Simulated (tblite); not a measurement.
Parent: `[CH3:1][C@H:2]1[CH2:3][SiH2:4][CH:5]=[C:6]1[SiH3:7]` with C1–C2–C3–Si4 96°, C2–C3–Si4–C5 19°, C3–Si4–C5–C6 -10°, C1–C2–C6–C5 -103°, C5H12Si2.

Structures optimised with GFN2-xTB, isolated species. One conformer each, not checked by frequencies here.

```tsv
coordinate of the parent	value
C1–C2	1.530 Å
C2–C3	1.538 Å
C3–Si4	1.903 Å
Si4–C5	1.876 Å
C5=C6	1.337 Å
C6–Si7	1.884 Å
C2–C6	1.511 Å
C1–C2–C3	110.8°
C1–C2–C6	108.6°
C3–C2–C6	109.7°
C2–C3–Si4	106.1°
C3–Si4–C5	89.9°
Si4–C5–C6	112.7°
C5–C6–Si7	124.1°
C2–C6–C5	116.4°
C2–C6–Si7	119.4°
```

Q: How does the shared frame change in `[CH3:1][NH:2][CH2:3][C@@H:4]1[CH2:5][SiH2:6][CH:7]=[C:8]1[SiH3:9]` with C1–N2–C3–C4 178°, N2–C3–C4–C5 96°, C3–C4–C5–Si6 -153°, C4–C5–Si6–C7 23°, C5–Si6–C7–C8 -12°, C3–C4–C8–C7 148°, C6H15NSi2? Atoms pair as C1 = C3, C2 = C4, C3 = C5, Si4 = Si6, C5 = C7, C6 = C8, Si7 = Si9 (parent first).

A: 
```json
{"parent": "C1–C2", "relative": "C3–C4", "value in the relative": "1.534 Å", "change": "+0.004"}
{"parent": "C2–C3", "relative": "C4–C5", "value in the relative": "1.537 Å", "change": "-0.001"}
{"parent": "C3–Si4", "relative": "C5–Si6", "value in the relative": "1.907 Å", "change": "+0.004"}
{"parent": "Si4–C5", "relative": "Si6–C7", "value in the relative": "1.873 Å", "change": "-0.003"}
{"parent": "C5=C6", "relative": "C7=C8", "value in the relative": "1.336 Å", "change": "-0.001"}
{"parent": "C6–Si7", "relative": "C8–Si9", "value in the relative": "1.885 Å", "change": "+0.001"}
{"parent": "C2–C6", "relative": "C4–C8", "value in the relative": "1.509 Å", "change": "-0.002"}
{"parent": "C1–C2–C3", "relative": "C3–C4–C5", "value in the relative": "113.5°", "change": "+2.7"}
{"parent": "C1–C2–C6", "relative": "C3–C4–C8", "value in the relative": "110.7°", "change": "+2.1"}
{"parent": "C3–C2–C6", "relative": "C5–C4–C8", "value in the relative": "109.3°", "change": "-0.4"}
{"parent": "C2–C3–Si4", "relative": "C4–C5–Si6", "value in the relative": "105.0°", "change": "-1.1"}
{"parent": "C3–Si4–C5", "relative": "C5–Si6–C7", "value in the relative": "89.6°", "change": "-0.3"}
{"parent": "Si4–C5–C6", "relative": "Si6–C7–C8", "value in the relative": "112.5°", "change": "-0.2"}
{"parent": "C5–C6–Si7", "relative": "C7–C8–Si9", "value in the relative": "124.1°", "change": "0.0"}
{"parent": "C2–C6–C5", "relative": "C4–C8–C7", "value in the relative": "115.9°", "change": "-0.5"}
{"parent": "C2–C6–Si7", "relative": "C4–C8–Si9", "value in the relative": "119.9°", "change": "+0.5"}
```

Of the parent's bonds, C1–C2, C3–Si4 and Si4–C5 change most and about equally (-0.003 to +0.004 Å). Bonds of the relative outside the shared frame: C1–N2 1.446, N2–C3 1.450 Å. Point group C1 → C1.

Q: How does the shared frame change in `[CH2:1]=[N:2][CH2:3][C@@H:4]1[CH2:5][SiH2:6][CH:7]=[C:8]1[SiH3:9]` with C1–N2–C3–C4 127°, N2–C3–C4–C5 176°, C3–C4–C5–Si6 -99°, C4–C5–Si6–C7 -16°, C5–Si6–C7–C8 9°, C3–C4–C8–C7 107°, C6H13NSi2? Atoms pair as C1 = C3, C2 = C4, C3 = C5, Si4 = Si6, C5 = C7, C6 = C8, Si7 = Si9 (parent first).

A: 
| parent | relative | value in the relative | change |
| --- | --- | --- | --- |
| C1–C2 | C3–C4 | 1.537 Å | +0.007 |
| C2–C3 | C4–C5 | 1.536 Å | -0.002 |
| C3–Si4 | C5–Si6 | 1.906 Å | +0.003 |
| Si4–C5 | Si6–C7 | 1.872 Å | -0.004 |
| C5=C6 | C7=C8 | 1.336 Å | -0.001 |
| C6–Si7 | C8–Si9 | 1.886 Å | +0.002 |
| C2–C6 | C4–C8 | 1.507 Å | -0.004 |
| C1–C2–C3 | C3–C4–C5 | 111.1° | +0.3 |
| C1–C2–C6 | C3–C4–C8 | 106.9° | -1.7 |
| C3–C2–C6 | C5–C4–C8 | 110.8° | +1.1 |
| C2–C3–Si4 | C4–C5–Si6 | 106.1° | 0.0 |
| C3–Si4–C5 | C5–Si6–C7 | 90.3° | +0.4 |
| Si4–C5–C6 | Si6–C7–C8 | 112.8° | +0.1 |
| C5–C6–Si7 | C7–C8–Si9 | 124.8° | +0.7 |
| C2–C6–C5 | C4–C8–C7 | 116.5° | +0.1 |
| C2–C6–Si7 | C4–C8–Si9 | 118.5° | -0.9 |

Of the parent's bonds, C1–C2 changes most (+0.007 Å). Bonds of the relative outside the shared frame: C1=N2 1.249, N2–C3 1.426 Å. Point group C1 → C1.

Q: How does the shared frame change in `[N:1]#[C:2][CH2:3][CH2:4][C@@H:5]1[CH2:6][SiH2:7][CH:8]=[C:9]1[SiH3:10]` with C2–C3–C4–C5 179°, C3–C4–C5–C6 66°, C4–C5–C6–Si7 -108°, C5–C6–Si7–C8 -12°, C6–Si7–C8–C9 6°, C4–C5–C9–C8 112°, C7H13NSi2? Atoms pair as C1 = C4, C2 = C5, C3 = C6, Si4 = Si7, C5 = C8, C6 = C9, Si7 = Si10 (parent first).

A: 
```tsv
parent	relative	value in the relative	change
C1–C2	C4–C5	1.536 Å	+0.006
C2–C3	C5–C6	1.542 Å	+0.004
C3–Si4	C6–Si7	1.907 Å	+0.004
Si4–C5	Si7–C8	1.875 Å	-0.001
C5=C6	C8=C9	1.337 Å	0.000
C6–Si7	C9–Si10	1.888 Å	+0.004
C2–C6	C5–C9	1.511 Å	0.000
C1–C2–C3	C4–C5–C6	112.3°	+1.5
C1–C2–C6	C4–C5–C9	109.9°	+1.3
C3–C2–C6	C6–C5–C9	110.4°	+0.7
C2–C3–Si4	C5–C6–Si7	107.2°	+1.1
C3–Si4–C5	C6–Si7–C8	90.2°	+0.3
Si4–C5–C6	Si7–C8–C9	113.2°	+0.5
C5–C6–Si7	C8–C9–Si10	123.9°	-0.2
C2–C6–C5	C5–C9–C8	116.9°	+0.5
C2–C6–Si7	C5–C9–Si10	119.3°	-0.1
```

Of the parent's bonds, C1–C2 changes most (+0.006 Å). Bonds of the relative outside the shared frame: N1≡C2 1.144, C2–C3 1.438, C3–C4 1.533 Å. Point group C1 → C1.

Q: How does the shared frame change in `[SiH3:1][C:2]1=[CH:3][SiH2:4][CH2:5][C@@H:6]1[CH2:7][Cl:8]` with C5–C6–C7–Cl8 66°, C2–C3–Si4–C5 -10°, C3–Si4–C5–C6 20°, Si4–C5–C6–C7 93°, Si1–C2–C6–C5 -161°, C5H11ClSi2? Atoms pair as C1 = C7, C2 = C6, C3 = C5, Si4 = Si4, C5 = C3, C6 = C2, Si7 = Si1 (parent first).

A: 
| parent | relative | value in the relative | change |
| --- | --- | --- | --- |
| C1–C2 | C7–C6 | 1.525 Å | -0.005 |
| C2–C3 | C6–C5 | 1.536 Å | -0.002 |
| C3–Si4 | C5–Si4 | 1.904 Å | +0.001 |
| Si4–C5 | Si4–C3 | 1.880 Å | +0.004 |
| C5=C6 | C3=C2 | 1.337 Å | 0.000 |
| C6–Si7 | C2–Si1 | 1.886 Å | +0.002 |
| C2–C6 | C6–C2 | 1.515 Å | +0.004 |
| C1–C2–C3 | C7–C6–C5 | 111.0° | +0.2 |
| C1–C2–C6 | C7–C6–C2 | 106.9° | -1.7 |
| C3–C2–C6 | C5–C6–C2 | 109.8° | +0.1 |
| C2–C3–Si4 | C6–C5–Si4 | 105.8° | -0.3 |
| C3–Si4–C5 | C5–Si4–C3 | 89.7° | -0.2 |
| Si4–C5–C6 | Si4–C3–C2 | 112.8° | +0.1 |
| C5–C6–Si7 | C3–C2–Si1 | 124.8° | +0.7 |
| C2–C6–C5 | C6–C2–C3 | 115.9° | -0.5 |
| C2–C6–Si7 | C6–C2–Si1 | 119.4° | 0.0 |

Of the parent's bonds, C1–C2, Si4–C5 and C2–C6 change most and about equally (-0.005 to +0.004 Å). Bonds of the relative outside the shared frame: C7–Cl8 1.783 Å. Point group C1 → C1.

All values are computed, not measured.
